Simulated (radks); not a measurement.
Results of a calculation; reference values are marked as such.
Question: These are the eigenvalues of the occupied orbitals of an atom or ion with whole-number occupations (eV). Code: a radial shooting solver on a logarithmic mesh with Libxc functionals. Model: Dirac Kohn-Sham, LDA (Slater exchange, Perdew-Wang correlation), spin-unpolarised, spherical densities, point nucleus.

orbital  eigenvalue
1s1/2     -43319.75
2s1/2     -7004.372
2p1/2     -6629.162
2p3/2     -6109.725
3s1/2     -1518.828
3p1/2     -1358.298
3p3/2     -1254.658
3d3/2     -974.1353
3d5/2     -951.7083
4s1/2     -301.4191
4p1/2     -240.8602
4p3/2     -218.2446
4d3/2     -118.5735
4d5/2     -114.5811
5s1/2      -40.4554
5p1/2      -24.2556
5p3/2      -21.1916
6s1/2       -3.6291
4f5/2       -2.0286

Which element is it, and in what charge state? The configuration may be excited. Open shells, if any, fill j = l - 1/2 first.

Answer: Z = 60, neodymium, charge 0: Nd in [Xe] 4f4 6s2. The list shows which subshells hold electrons but not how many an open one holds; the 1s level, -1592 hartree, gives Z - s = 56.4 by -(Z - s)^2/2, which with screening and relativity narrows Z to a few neighbours, and the depths of the outer levels then fix element, charge and occupations together.
